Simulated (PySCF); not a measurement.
C5H8F5N.
Geometry (PBE0-D3(BJ)/def2-SVP, Å), atoms numbered from 1 in this order:
```
atom  x, y, z in Å
C1    -1.386   -1.030    0.597
N2    -0.730   -0.168   -0.358
C3    -1.607    0.263   -1.417
C4     0.008    0.913    0.228
C5     1.325    0.504    0.860
F6     2.025    1.623    1.135
F7     1.145   -0.153    2.027
C8     2.215   -0.392   -0.027
F9     3.458   -0.403    0.443
F10    2.246    0.080   -1.271
F11    1.770   -1.638   -0.049
H12   -2.179   -0.506    1.176
H13   -1.852   -1.874    0.069
H14   -0.662   -1.443    1.311
H15   -1.037    0.810   -2.183
H16   -2.436    0.919   -1.068
H17   -2.059   -0.615   -1.902
H18    0.274    1.633   -0.558
H19   -0.546    1.477    1.014
```

The closed-shell ground state was solved at several levels (PySCF, density fitting, gas phase, non-relativistic).

```json
{"level": "CAM-B3LYP/pcSseg-2", "basis functions": "508", "total energy (Eh)": "-749.3931", "HOMO (eV)": "-8.16", "LUMO (eV)": "1.10", "gap (eV)": "9.26", "dipole (D)": "3.00"}
{"level": "B3LYP/pcJ-1", "basis functions": "377", "total energy (Eh)": "-749.3197", "HOMO (eV)": "-6.46", "LUMO (eV)": "0.91", "gap (eV)": "7.37", "dipole (D)": "2.78"}
{"level": "PBE0/pcSseg-1", "basis functions": "227", "total energy (Eh)": "-748.4838", "HOMO (eV)": "-6.68", "LUMO (eV)": "1.20", "gap (eV)": "7.88", "dipole (D)": "2.84"}
```

Q: What might CAM-B3LYP/def2-SVPD (299 basis functions) give for the same quantities?

A: Total energy -748.5569 Eh, HOMO -8.16 eV, LUMO 1.13 eV, gap 9.29 eV, dipole 3.04 D.

Q: Over all these levels, which gives the widest orbital gap and which the narrowest?

A: CAM-B3LYP/def2-SVPD (range-separated hybrid) has the widest, 9.29 eV, and B3LYP/pcJ-1 (global hybrid, 20 % exact exchange) the narrowest, 7.37 eV. Functional and basis both differ between the two, so the spread mixes both effects.

Q: How far do the dipole and the HOMO energy spread over the levels?

A: The dipole runs from 2.78 to 3.04 D (mean 2.91 D) and the HOMO from -8.16 to -6.46 eV.

One conformer stands for the species.
